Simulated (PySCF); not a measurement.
# Dipole moment and polarisability of `C=CCP(C)[SiH3]`

C4H11PSi.
Geometry (GFN2-xTB, Å), atoms numbered from 1 in this order:
```
atom  x, y, z in Å
C1     2.6319    0.0790   -0.1046
C2     1.8279   -0.5161    0.7582
C3     0.4897   -1.0650    0.4158
P4    -0.8513   -0.0376    1.2322
C5    -2.3097   -0.8338    0.4110
Si6   -0.7033    1.8076   -0.0298
H7     2.3674    0.1860   -1.1445
H8     3.5879    0.4781    0.1883
H9     2.1111   -0.6068    1.7990
H10    0.3324   -1.0882   -0.6661
H11    0.3820   -2.0807    0.8110
H12   -2.1739   -0.9122   -0.6666
H13   -2.4556   -1.8289    0.8297
H14   -3.1931   -0.2354    0.6239
H15   -1.8731    2.6295    0.2815
H16   -0.7067    1.5302   -1.4726
H17    0.5294    2.5064    0.3215
```

Level: B3LYP/def2-SVPD (PySCF), static field, nuclei fixed, core orbitals frozen in the response. The polarisability tensor in these axes (au):

```
x   118.82   3.91  -5.02
y     3.91 104.89  -8.36
z    -5.02  -8.36  92.54
```

**Question.** Diagonalise the tensor; give its mean and Δα, where Δα² is half the sum of the squared differences of the eigenvalues.

**Answer.** Principal values 88.07, 106.50 and 121.67 au; mean 105.41 au = 15.62 Å³ = 17.38 × 10⁻⁴⁰ C²·m²/J; Δα = 29.15 au (28 % of the mean).

**Question.** What is the dipole moment, and where does it point?

**Answer.** (-0.24, -0.87, -0.75) D, 1.18 D in size, pointing from the negative to the positive side. Measured along this direction, the outermost atoms are H17 at the negative end and H12 at the positive end.

**Question.** In TDDFT the mean static polarisability is Σ f/ω² over all singlet excitations (ω in hartree). How much of it do the 8 lowest give? Their energies (eV) and oscillator strengths: 5.33, 0.0014; 5.66, 0.0409; 5.78, 0.0669; 6.20, 0.0484; 6.41, 0.0107; 6.49, 0.0446; 6.60, 0.0411; 6.72, 0.1047.

**Answer.** They add up to 6.79 au, 6.4 % of the 105.41 au; the largest single term is 1.72 au, from the state at 6.72 eV. Terms in order: 0.04, 0.95, 1.48, 0.93, 0.19, 0.78, 0.70, 1.72 au. Higher excitations give the rest. The strengths listed sum to 0.359.

**Question.** Estimate the molar refractivity from the static electronic polarisability.

**Answer.** Lorentz–Lorenz: R = (4π/3)N_A α = 2.5225 cm³/(mol·Å³) × 15.62 Å³ = 39.4 cm³/mol, in the limit of long wavelengths.

**Question.** What depolarisation ratio follows for Rayleigh scattering of linearly polarised light, taking the static tensor?

**Answer.** ρ = 3Δα²/(45ᾱ² + 4Δα²) = 2549.0/(500049 + 3398.7) = 0.00506.

**Question.** Directions of the eigenvectors, and the extent of the frame along each?

**Answer.** Largest value along (0.91, 0.34, -0.25), where the nuclei span 6.50 Å; middle along (-0.41, 0.84, -0.35), 5.07 Å; least along (0.09, 0.43, 0.90), 2.75 Å. The response follows the extents in order.

Geometry: GFN2-xTB, one conformer, isolated molecule.
